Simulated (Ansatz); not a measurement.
Stepwise reaction of `OBB[SiH3]` with water, as a gas-phase model of exchange steps in deposition or etching. ΔE in kJ/mol; ΔG adds harmonic PBE0-D4 terms to CCSD(T)/CBS, at 1 bar.

Computed with Ansatz on PBE0-D4/def2-TZVP structures; ΔE is electronic, products minus reactants. CBS: MP2 limit from def2 TZ/QZ plus the TZ coupled-cluster correction, frozen cores. This one scheme is used for every species. DFT in def2-TZVPP. B3LYP here is the variant with VWN-RPA as its local correlation; programs differ in this. Each species was taken in one conformer, which may not be the lowest.

| step | reaction | PBE-D4 | B3LYP-D4 | ωB97M-V | CCSD(T)/CBS | ΔG(500 K) |
| --- | --- | --- | --- | --- | --- | --- |
| 2 | `OB[SiH3]` + H₂O → `O[SiH3]` + `BO` | -87.0 | -107.3 | -109.7 | -105.1 | -107.7 |

Task: Give the row of step 1, `OBB[SiH3]` + H₂O → `OB[SiH3]` + `BO`. (Estimate.)

Result: Computed: 
```
step                               reaction  PBE-D4  B3LYP-D4  ωB97M-V  CCSD(T)/CBS  ΔG(500 K)
   1  `OBB[SiH3]` + H₂O → `OB[SiH3]` + `BO`  -144.3    -153.9   -155.9       -148.8     -147.0
```

Task: By hand: ΔE of the 2 steps together at CCSD(T)/CBS.

Result: (-148.8) + (-105.1) = -253.9 kJ/mol, or -127.0 kJ/mol a step.

In ΔE each step is higher than the one before. All are downhill at CCSD(T)/CBS. ΔG lies between -147.0 and -107.7 kJ/mol a step. PBE-D4 differs from CCSD(T)/CBS by 4.5 to 18.1 kJ/mol a step. Isolated molecules leave out the surface, adducts and barriers. Largest T1 diagnostic: 0.014.
